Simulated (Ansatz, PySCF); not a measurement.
CClF3, charge -1, doublet, at the geometry of the source list (a state made from the parent by changing its charge; the spin is typed, not shown lowest) (a gas-phase anion, which may not be bound at this level), with bond 4-2 at 1.4 times its length. Base run: CASSCF(3,5)/6-31G (PySCF).

Here is a job for PySCF.
```python
from pyscf import gto, scf, mcscf
import numpy

mol = gto.Mole()
mol.atom = '''
    F    -0.571800   -0.666700   -1.025900
    C    -0.071300   -0.006800    0.004700
    F    -0.594900    1.210800    0.001900
    F    -0.610440   -0.855760    1.556180
    Cl    1.694400    0.075900   -0.093600
'''
mol.basis = '6-31g'
mol.charge = -1
mol.spin = 1
mol.verbose = 3
mol.build()

mf = scf.ROHF(mol)
mf.kernel()
mc = mcscf.CASSCF(mf, 5, 3)
mc.fix_spin_(ss=0.75)
mc.kernel()
occ = numpy.linalg.eigvalsh(mc.fcisolver.make_rdm1(mc.ci, mc.ncas, mc.nelecas))[::-1]
ss = mc.fcisolver.spin_square(mc.ci, mc.ncas, mc.nelecas)[0]
print('natural occupations', occ.round(4), ' <S^2>', round(ss, 4))
```

Programs used: Ansatz (a program for electronic structure), PySCF; a row that names a program was run with it.

The base run was repeated with changes; each row names its change, and settings that it needs were set with it.

```tsv
change	ΔE vs base (mEh)	natural occupations	<S^2> of the state
base	0.000	1.98 1.00 0.01 0.01 0.00	0.75
code = ansatz	-1.102	-	-
active space = 9 electrons, 8 orbitals	-70.311	2.00 1.98 1.98 1.98 1.00 0.02 0.02 0.01	0.75
active space = 3 electrons, 4 orbitals	1.704	1.98 1.00 0.01 0.00	0.75
state_average = 2 states	7.210	-	-
orbitals = fixed (CASCI); correction = SC-NEVPT2	-469.6	2.00 1.00 0.00 0.00 0.00	0.75
active space = 5 electrons, 5 orbitals	-25.401	1.99 1.98 1.00 0.01 0.01	0.75
active space = 9 electrons, 9 orbitals	-108.2	1.99 1.98 1.98 1.98 1.00 0.02 0.02 0.01 0.01	0.75
code = ansatz; correction = SC-NEVPT2, all electrons	-468.5	-	-
fix_spin_ = off	0.000	1.98 1.00 0.01 0.01 0.00	0.75
solver = newton	0.000	1.98 1.00 0.01 0.01 0.00	0.75
```

Active orbitals are taken around the Fermi level unless the row says otherwise; CASSCF can end in different local minima, and two programs can end on different orbitals. State-averaged rows give the lowest state.

Open shells are given as the SCF converged; they aren't shown to be the lowest states, and a large step between rows can be another state.

Ansatz warned in this series: other orbitals give a lower active-space energy.

A gas-phase anion may not be bound at this level; its values then depend on the basis.
